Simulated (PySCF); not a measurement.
C₃H₇O, doublet, at a GFN2-xTB geometry. Base run: PySCF with DF-BLYP/6-31G**.

Here is a job for PySCF.
```python
from pyscf import gto, scf, dft

mol = gto.Mole()
mol.atom = '''
    O    -0.058927    1.356331   -0.113228
    C    -0.028635    0.025655    0.354399
    H     0.820633    1.739215   -0.027336
    H     0.140125    0.025155    1.453249
    C    -1.320281   -0.614142    0.060291
    C     1.147960   -0.758833   -0.272589
    H     1.050980   -0.752151   -1.355337
    H    -2.037394   -0.100867   -0.545019
    H     2.097487   -0.301894    0.002915
    H    -1.532648   -1.589913    0.446335
    H     1.137967   -1.786270    0.078409
'''
mol.basis = '6-31g**'
mol.charge = 0
mol.spin = 1
mol.verbose = 4
mol.build()

mf = dft.UKS(mol)
mf.xc = 'blyp'
mf = mf.density_fit(auxbasis='def2-universal-jkfit')
mf.kernel()
mf.analyze()
```

Each row names what was changed in the base input (with any setting that the change needs).

```json
[
 {"change": "base", "ΔE vs base (µEh)": "0.0", "SCF cycles": "11", "<S^2>": "0.753", "outcome": "converged"},
 {"change": "init_guess = sap", "ΔE vs base (µEh)": "0.0", "SCF cycles": "14", "<S^2>": "0.753", "outcome": "converged"},
 {"change": "diis = off (with mf.max_cycle = 100)", "ΔE vs base (µEh)": "-", "SCF cycles": "100", "<S^2>": "-", "outcome": "not converged"},
 {"change": "conv_tol = 1e-6", "ΔE vs base (µEh)": "0.0", "SCF cycles": "8", "<S^2>": "0.753", "outcome": "converged"},
 {"change": "diis_space = 2", "ΔE vs base (µEh)": "0.0", "SCF cycles": "25", "<S^2>": "0.753", "outcome": "converged"},
 {"change": "diis_space = 12", "ΔE vs base (µEh)": "0.0", "SCF cycles": "11", "<S^2>": "0.753", "outcome": "converged"},
 {"change": "diis = off; damp = 0.3 (with mf.diis_start_cycle = 200; with mf.max_cycle = 150)", "ΔE vs base (µEh)": "-", "SCF cycles": "150", "<S^2>": "-", "outcome": "not converged"},
 {"change": "conv_tol_grad = 1e-3", "ΔE vs base (µEh)": "0.0", "SCF cycles": "11", "<S^2>": "0.753", "outcome": "converged"},
 {"change": "damp = 0.5; diis_start_cycle = 5", "ΔE vs base (µEh)": "0.0", "SCF cycles": "12", "<S^2>": "0.753", "outcome": "converged"},
 {"change": "conv_tol = 1e-11", "ΔE vs base (µEh)": "0.0", "SCF cycles": "13", "<S^2>": "0.753", "outcome": "converged"},
 {"change": "conv_tol_grad = 1e-7", "ΔE vs base (µEh)": "0.0", "SCF cycles": "16", "<S^2>": "0.753", "outcome": "converged"},
 {"change": "diis = off; damp = 0.6 (with mf.diis_start_cycle = 200; with mf.max_cycle = 150)", "ΔE vs base (µEh)": "0.0", "SCF cycles": "21", "<S^2>": "0.753", "outcome": "converged"},
 {"change": "level_shift = 1.0 (with mf.max_cycle = 100)", "ΔE vs base (µEh)": "0.0", "SCF cycles": "44", "<S^2>": "0.753", "outcome": "converged"}
]
```

Open shells are given as the SCF converged; they aren't shown to be the lowest states, and a large step between rows can be another state.
